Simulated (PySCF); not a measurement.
All values below come from PBE-D3(BJ)/def2-TZVP // B3LYP-D3(BJ)/def2-TZVP (PySCF 2.14.0). Gas-phase values, no solvent. One relaxed conformer stands for a flexible species; it need not be the lowest. 

Reference species (SMILES): `[SiH](=C)O` (C–Si–O–H torsion 0°) (neutral, multiplicity 1).

- HOMO–LUMO gap = 4.02 eV
- LUMO = -1.14 eV

Changed species: `O=C[SiH3]`.

Predict the effect on the HOMO–LUMO gap and LUMO.

the HOMO–LUMO gap falls by 1.17 eV, to 2.85 eV; the LUMO drops by 1.69 eV, to -2.83 eV.
